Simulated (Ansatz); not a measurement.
Saddle point of BNH$_{7}$ClO, singlet (BH₂Cl ([BH2][Cl]) + H₂O + NH₃ → BNH₄ ([BH2][NH2]) + HCl + H₂O; bonds formed: Cl2–H7, H5–O8; dative contacts that become bonds: B1–N6; bonds broken: B1–Cl2, H5–N6, H7–O8), PBE0-D4/def2-TZVP structure:

B1  (-0.983, -0.924, -0.314)
Cl2  (-1.102, 1.267, -1.284)
H3  (-0.829, -1.468, -1.366)
H4  (-2.063, -0.834, 0.184)
H5  (0.878, 0.561, 0.529)
N6  (0.181, -0.895, 0.592)
H7  (0.073, 1.624, -0.468)
O8  (1.068, 1.560, 0.346)
H9  (0.923, -1.537, 0.351)
H10  (-0.039, -0.981, 1.575)
H11  (1.893, 1.626, -0.145)
(Å)

Energies are electronic, without zero-point energy. Barriers and step energies count from the start structure reached by relaxing down the imaginary mode; all methods use the PBE0-D4 structures, on which another method's saddle can fall below an end. Computed with Ansatz 0.2.0 (basis: def2-TZVPP, with def2-QZVPP for the basis limit); correlated methods freeze the cores. B3LYP uses VWN-RPA correlation. Extrapolation: Hartree–Fock as exp(−7.88 √X), correlation as X^−2.97.

```json
{"method": "SPW92", "barrier (kcal/mol)": "21.41", "step energy (kcal/mol)": "23.19"}
{"method": "PBE-D4", "barrier (kcal/mol)": "24.62", "step energy (kcal/mol)": "18.30"}
{"method": "BLYP-D4", "barrier (kcal/mol)": "24.25", "step energy (kcal/mol)": "14.04"}
{"method": "r2SCAN-D4", "barrier (kcal/mol)": "26.38", "step energy (kcal/mol)": "19.00"}
{"method": "B97M-V", "barrier (kcal/mol)": "?", "step energy (kcal/mol)": "17.85"}
{"method": "PBE0-D4", "barrier (kcal/mol)": "28.40", "step energy (kcal/mol)": "20.09"}
{"method": "B3LYP-D4", "barrier (kcal/mol)": "27.29", "step energy (kcal/mol)": "15.76"}
{"method": "r2SCAN0-D4", "barrier (kcal/mol)": "?", "step energy (kcal/mol)": "20.32"}
{"method": "BHLYP-D4", "barrier (kcal/mol)": "31.43", "step energy (kcal/mol)": "17.34"}
{"method": "CAM-B3LYP-D4", "barrier (kcal/mol)": "28.62", "step energy (kcal/mol)": "16.67"}
{"method": "wB97X-V", "barrier (kcal/mol)": "?", "step energy (kcal/mol)": "18.89"}
{"method": "wB97M-V", "barrier (kcal/mol)": "30.12", "step energy (kcal/mol)": "18.44"}
{"method": "B2PLYP", "barrier (kcal/mol)": "29.10", "step energy (kcal/mol)": "16.34"}
{"method": "PBE-QIDH", "barrier (kcal/mol)": "31.14", "step energy (kcal/mol)": "21.12"}
{"method": "RPA on PBE", "barrier (kcal/mol)": "30.88", "step energy (kcal/mol)": "17.38"}
{"method": "HF", "barrier (kcal/mol)": "37.55", "step energy (kcal/mol)": "13.67"}
{"method": "MP2", "barrier (kcal/mol)": "30.83", "step energy (kcal/mol)": "19.78"}
{"method": "CCSD", "barrier (kcal/mol)": "33.02", "step energy (kcal/mol)": "18.04"}
{"method": "CCSD(T)", "barrier (kcal/mol)": "31.52", "step energy (kcal/mol)": "18.53"}
```

Q: Fill in the withheld barriers. (To be estimated.)

A: By the calculation: B97M-V 30.71; r2SCAN0-D4 29.19; wB97X-V 30.56 kcal/mol. Each is the energy of the saddle less that of the start structure, by the same method.

For comparison, the barrier by CCSD(T) at an estimated basis limit (MP2 extrapolated from triple and quadruple zeta, plus CCSD(T) − MP2 in triple zeta) is 31.55 kcal/mol.

The T1 diagnostic stays at or below 0.011.

The step is the kind of exchange with an N–H group that builds nitride films in atomic layer and chemical vapour deposition.

Labels in which every atom is bracketed show which atoms are joined, not bond orders.

For scale, one of the runs: CCSD(T)/def2-TZVPP, 233 basis functions (an equivalent command: `ansatz run in.yaml --threads 4`). Hardware: 4 CPU threads, shared host. Wall time 88 s; peak host memory 4.2 GiB.
